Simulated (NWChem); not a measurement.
Species: CH4MgS; SMILES C[S][MgH]

```xyz
7

Mg    -0.1740    -1.6519     0.0000
H     -0.7670    -3.2502     0.0000
S      0.6936     0.5087     0.0000
C     -0.8166     1.5760     0.0000
H     -0.4660     2.6260     0.0000
H     -1.4385     1.4256     0.9040
H     -1.4385     1.4256    -0.9040
```
Atoms are numbered in this order, from 1.

All runs: NWChem. Pople sets run with spherical d functions. All runs use the structure optimised with PBE-D3(BJ)/def2-SVP. Vertical excitations in the gas phase.

Question: Estimate the computed values for PBE0/6-31+G*, TDA. Quantities: lowest excitation, singlet (eV); oscillator strength of that lowest state; lowest state with f > 0.02, singlet (eV); oscillator strength of that bright state; lowest triplet (eV); orbital gap (eV).

Answer: 
| Property | Value |
|---|---|
| lowest excitation, singlet (eV) | 4.24 |
| oscillator strength of that lowest state | 0.016 |
| lowest state with f > 0.02, singlet (eV) | 4.42 |
| oscillator strength of that bright state | 0.025 |
| lowest triplet (eV) | 4.02 |
| orbital gap (eV) | 5.47 |
